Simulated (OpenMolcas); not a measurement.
InNH3Cl (SMILES [NH2][InH][Cl]): the electronic atomisation energy, rung by rung

InNH3Cl has 6 atoms, charge 0, and is taken as a singlet. As SMILES, `[NH2][InH][Cl]`. The shape is that of a PBE0-D4/def2-TZVP optimisation.

```jsonl
{"atom": "N", "x (Å)": "-1.0208", "y (Å)": "0.1881", "z (Å)": "-0.5041"}
{"atom": "In", "x (Å)": "0.7921", "y (Å)": "0.1486", "z (Å)": "0.3279"}
{"atom": "Cl", "x (Å)": "0.9908", "y (Å)": "-1.7710", "z (Å)": "1.6492"}
{"atom": "H", "x (Å)": "-1.2194", "y (Å)": "0.7614", "z (Å)": "-1.3082"}
{"atom": "H", "x (Å)": "-1.5582", "y (Å)": "-0.6645", "z (Å)": "-0.5268"}
{"atom": "H", "x (Å)": "2.0575", "y (Å)": "1.2734", "z (Å)": "0.3158"}
```

Each level gives the electronic atomisation energy (eV). The values are calculated. Electronic energies at fixed atoms, without zero-point motion or spin-orbit coupling.

```csv
level,kind,program,value (eV),CPU time (all runs)
HF/def2-SVPD (core potential),Hartree–Fock,OpenMolcas,11.17,28 s
SVWN5/def2-SVPD (core potential),LDA,OpenMolcas,19.32,48 s
BLYP/def2-SVPD (core potential),GGA,OpenMolcas,16.33,57 s
revPBE/def2-SVPD (core potential),GGA,OpenMolcas,16.13,54 s
M06-L/def2-SVPD (core potential),meta-GGA,OpenMolcas,16.71,1.9 min
r2SCAN/def2-SVPD (core potential),meta-GGA,OpenMolcas,16.62,1.8 min
B3LYP/def2-SVPD (core potential),global hybrid,OpenMolcas,16.39,84 s
PBE0/def2-SVPD (core potential),global hybrid,OpenMolcas,16.49,82 s
```

The values span 11.17 to 19.32 eV. CPU times are rough (shared hosts, several kinds of processor): they show what a rung costs within a factor of a few.
